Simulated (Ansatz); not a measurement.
Consider the cleavage of the Si–B bond: `[SiH3]BCl` + `[NH2][SnH3]` → `[SiH3][NH][SnH3]` + `BCl`.

Computed with Ansatz on PBE0-D4/def2-TZVP structures; ΔE is electronic, products minus reactants. CCSD(T)/CBS adds triple-zeta CCSD(T) − MP2 to the extrapolated MP2 energy (def2 sets, frozen cores). This one scheme is used for every species. DFT in def2-TZVPP. B3LYP here is the variant with VWN-RPA as its local correlation; programs differ in this. HSE06 is defined as in plane-wave codes. Elements past krypton have def2 core potentials. For Sn outer-core shells are correlated without core-valence functions, which leaves a few kJ/mol of doubt a bond.

| level | ΔE (kJ/mol) | difference from CCSD(T)/CBS |
| --- | --- | --- |
| r2SCAN-D4 | -68.9 | 8.9 |
| r2SCAN0-D4 | -73.9 | 3.9 |
| HSE06-D4 | -64.2 | 13.6 |
| revPBE | -51.4 | 26.4 |
| B3LYP | -70.6 | 7.2 |
| LC-ωPBE | -70.5 | 7.3 |
| RPA@PBE/def2-TZVPP | -76.6 | 1.2 |
| CCSD(T)/def2-TZVPP | -76.6 | 1.2 |
| MP2/def2-QZVPP | -86.9 | -9.1 |
| SCS-MP2/def2-QZVPP | -87.7 | -9.9 |
| CCSD(T)/CBS | -77.8 | 0 |

(1) What do rigid-rotor, harmonic-oscillator terms from PBE0-D4/def2-TZVP frequencies (298.15 K, 1 bar) make of the CCSD(T)/CBS value? (Best estimate.)

Largest T1 diagnostic among the species: 0.014.

Answers

(1) The calculation gave: ΔZPE = -3.2 kJ/mol, ΔH = -80.8 kJ/mol, ΔS = -5 J/(mol·K), ΔG = -79.3 kJ/mol. Modes under 50 cm⁻¹ make the entropy rough.

The D4 term adds −3.8 kJ/mol with B3LYP and −2.1 kJ/mol with PBE0; it sums over pairs of atoms, weighted by their polarisabilities, and B3LYP, whose exchange is more repulsive, gets the larger term. In def2-TZVPP, CCSD(T) changes the Hartree–Fock value by +16.0 kJ/mol (the triples alone add +2.0 kJ/mol) and MP2 by +7.0 kJ/mol. From BLYP to BHLYP (50 % exact exchange), in def2-TZVPP and without D4, ΔE moves by −17.9 kJ/mol.
